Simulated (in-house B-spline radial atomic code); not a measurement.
A run on Tc⁺ (an excited or competing configuration) that did not converge. Method: scalar-relativistic (X2C) wB97X, spin-polarised, spherical fractional occupations, exact exchange averaged over the configuration, Fermi nucleus of rms radius 4.41117 fm; computed with a B-spline radial code for spherical atoms.

Command:
```bash
python run_scf.py task.json out
```
Settings (nuclear radius in fm, mass in u):
```
Z                43
configuration    [Ar] 3d10 4s2 4p5 4d5 5s1 5p1
hamiltonian      x2c
method           wb97x
spin_polarised   True
nucleus          fermi
rms_radius       4.41117
atomic_mass      96.90636
speed_of_light   137.035999084
exact_exchange   averaged over the configuration
```

First and last ten iterations of the last attempt (damped for 15 steps, keeping 80 % of the old Fock matrix, then DIIS):
```
 iter        energy (Eh)    residual
    1       -4276.255888    4.46e-01
    2       -4280.571058    2.60e-01
    3       -4282.038461    1.78e-01
    4       -4282.786284    1.22e-01
    5       -4283.160273    8.98e-02
    6       -4283.344373    6.45e-02
    7       -4283.434033    4.58e-02
    8       -4283.477521    3.23e-02
    9       -4283.498684    2.28e-02
   10       -4283.509092    1.61e-02
  111       -4283.520184    7.65e-06
  112       -4283.520184    1.56e-06
  113       -4283.520184    6.88e-06
  114       -4283.520184    1.87e-06
  115       -4283.520184    3.58e-06
  116       -4283.520184    4.25e-06
  117       -4283.520184    4.89e-06
  118       -4283.520184    3.76e-06
  119       -4283.520184    1.78e-06
  120       -4283.520184    1.78e-06
 not converged after 120 iterations
```

The smallest residual met was 9.8e-07; the threshold is about 4e-07. Over the last five steps the energy moves by less than 1e-08 hartree, but the orbitals didn't meet the threshold. Cost of the run: 26 s on 1 thread of Arm Neoverse V2 (shared host).
